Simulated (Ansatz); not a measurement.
# Molecular dynamics of CH₆ClNOSi

Input:

```yaml
crystal:
  periodic: [false, false, false]
  atoms:
    - { symbol: Si, position_ang: [-0.9228, 0.5831, 1.2334] }
    - { symbol: "N", position_ang: [0.3723, 0.3256, -0.4279] }
    - { symbol: C, position_ang: [0.7459, -0.9874, -0.8979] }
    - { symbol: O, position_ang: [-1.8278, 1.0486, 0.0482] }
    - { symbol: H, position_ang: [-0.8432, 0.8035, -0.739] }
    - { symbol: H, position_ang: [-1.024, -0.6909, 1.9039] }
    - { symbol: Cl, position_ang: [-0.14, 1.956, 2.4639] }
    - { symbol: H, position_ang: [1.139, 0.9799, -0.515] }
    - { symbol: H, position_ang: [1.5586, -1.4212, -0.3051] }
    - { symbol: H, position_ang: [-0.1223, -1.6402, -0.8204] }
    - { symbol: H, position_ang: [1.0643, -0.957, -1.9439] }
magnetization:
  spin_polarized: true
basis:
  gaussian: { orbitals: "6-31G" }
hamiltonian:
  xc: pbe
md:
  timestep: 0.5
  n_steps: 150
  ensemble: nve
  temperature: 300.0
  initial_velocities: maxwell_boltzmann
  seed: 117074
```

Launched with:

```bash
$ ansatz run input.yaml --threads 1 --pin off --max-ram 2048MiB --backend cpu --events-out ev --progress --plain --runs-dir out
```

It starts from a rough guess of a transition structure, not a stationary point.

Output, in part (one step line in 6, the closing report, with atoms numbered from 0):

```
md step     0: t =     0.00 fs  T =   300.0 K  F+E_penalty+E_count = -25054.06165692 eV  E_kin = 0.349002 eV  conserved = -25053.71265492 eV  (28 SCF iters)
md step     6: t =     3.00 fs  T =   358.0 K  F+E_penalty+E_count = -25054.12710247 eV  E_kin = 0.416426 eV  conserved = -25053.71067607 eV  (29 SCF iters)
md step    12: t =     6.00 fs  T =   713.6 K  F+E_penalty+E_count = -25054.54341624 eV  E_kin = 0.830195 eV  conserved = -25053.71322161 eV  (28 SCF iters)
md step    18: t =     9.00 fs  T =   680.7 K  F+E_penalty+E_count = -25054.50164821 eV  E_kin = 0.791855 eV  conserved = -25053.70979350 eV  (31 SCF iters)
md step    24: t =    12.00 fs  T =   887.5 K  F+E_penalty+E_count = -25054.74742433 eV  E_kin = 1.032505 eV  conserved = -25053.71491971 eV  (31 SCF iters)
md step    30: t =    15.00 fs  T =   657.3 K  F+E_penalty+E_count = -25054.47575981 eV  E_kin = 0.764718 eV  conserved = -25053.71104166 eV  (31 SCF iters)
md step    36: t =    18.00 fs  T =   855.5 K  F+E_penalty+E_count = -25054.70897456 eV  E_kin = 0.995293 eV  conserved = -25053.71368169 eV  (31 SCF iters)
md step    42: t =    21.00 fs  T =   795.9 K  F+E_penalty+E_count = -25054.63719864 eV  E_kin = 0.925932 eV  conserved = -25053.71126641 eV  (32 SCF iters)
md step    48: t =    24.00 fs  T =   788.6 K  F+E_penalty+E_count = -25054.62877274 eV  E_kin = 0.917413 eV  conserved = -25053.71135979 eV  (32 SCF iters)
md step    54: t =    27.00 fs  T =   733.8 K  F+E_penalty+E_count = -25054.56589931 eV  E_kin = 0.853695 eV  conserved = -25053.71220453 eV  (31 SCF iters)
md step    60: t =    30.00 fs  T =   802.1 K  F+E_penalty+E_count = -25054.64429688 eV  E_kin = 0.933152 eV  conserved = -25053.71114501 eV  (30 SCF iters)
md step    66: t =    33.00 fs  T =   895.1 K  F+E_penalty+E_count = -25054.75255396 eV  E_kin = 1.041272 eV  conserved = -25053.71128194 eV  (30 SCF iters)
md step    72: t =    36.00 fs  T =   872.2 K  F+E_penalty+E_count = -25054.72888777 eV  E_kin = 1.014663 eV  conserved = -25053.71422477 eV  (30 SCF iters)
md step    78: t =    39.00 fs  T =   544.4 K  F+E_penalty+E_count = -25054.34349313 eV  E_kin = 0.633344 eV  conserved = -25053.71014872 eV  (31 SCF iters)
md step    84: t =    42.00 fs  T =   854.9 K  F+E_penalty+E_count = -25054.71129120 eV  E_kin = 0.994518 eV  conserved = -25053.71677335 eV  (31 SCF iters)
md step    90: t =    45.00 fs  T =   969.5 K  F+E_penalty+E_count = -25054.84441455 eV  E_kin = 1.127891 eV  conserved = -25053.71652328 eV  (30 SCF iters)
md step    96: t =    48.00 fs  T =   846.8 K  F+E_penalty+E_count = -25054.69711999 eV  E_kin = 0.985086 eV  conserved = -25053.71203412 eV  (31 SCF iters)
md step   102: t =    51.00 fs  T =   826.4 K  F+E_penalty+E_count = -25054.67474050 eV  E_kin = 0.961416 eV  conserved = -25053.71332439 eV  (31 SCF iters)
md step   108: t =    54.00 fs  T =   635.4 K  F+E_penalty+E_count = -25054.44727635 eV  E_kin = 0.739143 eV  conserved = -25053.70813289 eV  (30 SCF iters)
md step   114: t =    57.00 fs  T =   789.1 K  F+E_penalty+E_count = -25054.62946044 eV  E_kin = 0.918028 eV  conserved = -25053.71143234 eV  (30 SCF iters)
md step   120: t =    60.00 fs  T =   887.6 K  F+E_penalty+E_count = -25054.74479849 eV  E_kin = 1.032632 eV  conserved = -25053.71216653 eV  (32 SCF iters)
md step   126: t =    63.00 fs  T =   898.4 K  F+E_penalty+E_count = -25054.75692970 eV  E_kin = 1.045105 eV  conserved = -25053.71182453 eV  (30 SCF iters)
md step   132: t =    66.00 fs  T =  1082.4 K  F+E_penalty+E_count = -25054.97671084 eV  E_kin = 1.259174 eV  conserved = -25053.71753708 eV  (30 SCF iters)
md step   138: t =    69.00 fs  T =   707.5 K  F+E_penalty+E_count = -25054.53409333 eV  E_kin = 0.823005 eV  conserved = -25053.71108794 eV  (30 SCF iters)
md step   144: t =    72.00 fs  T =   858.1 K  F+E_penalty+E_count = -25054.71454810 eV  E_kin = 0.998309 eV  conserved = -25053.71623867 eV  (29 SCF iters)
md step   150: t =    75.00 fs  T =   799.6 K  F+E_penalty+E_count = -25054.64484065 eV  E_kin = 0.930218 eV  conserved = -25053.71462303 eV  (29 SCF iters)
Total energy: -25054.64487468 eV, -920.7412164961 hartree
Atom 0 at    -1.059200     0.719766     0.977814 Å, force     2.200732    -1.331792     0.886038 eV/Å
Atom 1 at     0.828490     0.344888    -0.333214 Å, force    -1.067590    -2.582201     3.028344 eV/Å
Atom 2 at     0.817511    -1.059378    -0.808813 Å, force     1.292675    -0.594702    -2.460421 eV/Å
Atom 3 at    -2.474557     0.877419     0.272236 Å, force    -1.135642     0.651146    -1.017971 eV/Å
Atom 4 at     0.934038     0.914206    -1.093590 Å, force    -0.071804     2.569486    -2.963125 eV/Å
Atom 5 at    -0.666396    -0.555243     1.676763 Å, force    -0.140501    -0.372785    -0.160452 eV/Å
Atom 6 at    -0.020198     1.958264     2.493876 Å, force     0.074932     0.678361    -0.102359 eV/Å
Atom 7 at     1.669628     0.433919     0.216135 Å, force     0.454053     0.591894     1.099239 eV/Å
Atom 8 at     0.778614    -1.871957    -0.082411 Å, force     0.117461     0.378800     0.667138 eV/Å
Atom 9 at    -0.013619    -1.207727    -1.486813 Å, force    -0.792995     0.018424    -0.181716 eV/Å
Atom 10 at     1.730175    -1.219883    -1.515831 Å, force    -0.931319    -0.006630     1.205283 eV/Å
Dipole moment:     1.296769    -0.686394    -0.837703 e Å
```

The run went to its last step. The conserved energy stayed within 0.57 meV per atom of its start (net change -0.18 meV per atom), so the integration is sound. The system heated up, since it started high on the potential surface and ran downhill. A run of 0.075 ps of so small a system gives no equilibrium averages. The orbitals stay closed-shell, which can raise the energy where a bond breaks towards radicals; this wasn't checked here. Limits of this set-up: no polarisation functions.

The step under study would form N2–H5 and break Si1–N2, O4–H5. These pairs go: N2–H5 1.34 → 0.96 Å, Si1–N2 2.12 → 2.33 Å, O4–H5 1.28 → 3.67 Å. In the last frame they stand as after the step (other bonds may differ from the relaxed reactants and products). It ends as CH5N + ClHOSi by the count below, though a long contact still joins these pieces: Si1–N2, 2.33 Å. Pairs count as bonded within 1.25 times the sum of covalent radii (0.12 Å more for H–H).

Last frame:

```xyz
11
Properties=species:S:1:pos:R:3
Si -1.059 0.720 0.978
N 0.829 0.345 -0.333
C 0.818 -1.059 -0.809
O -2.475 0.877 0.272
H 0.934 0.914 -1.094
H -0.666 -0.555 1.677
Cl -0.020 1.958 2.494
H 1.670 0.434 0.216
H 0.779 -1.872 -0.082
H -0.014 -1.208 -1.487
H 1.730 -1.220 -1.516
```

Run time: 21 min on 1 thread of Arm Neoverse N1, on a shared host, peak memory 0.14 GiB.
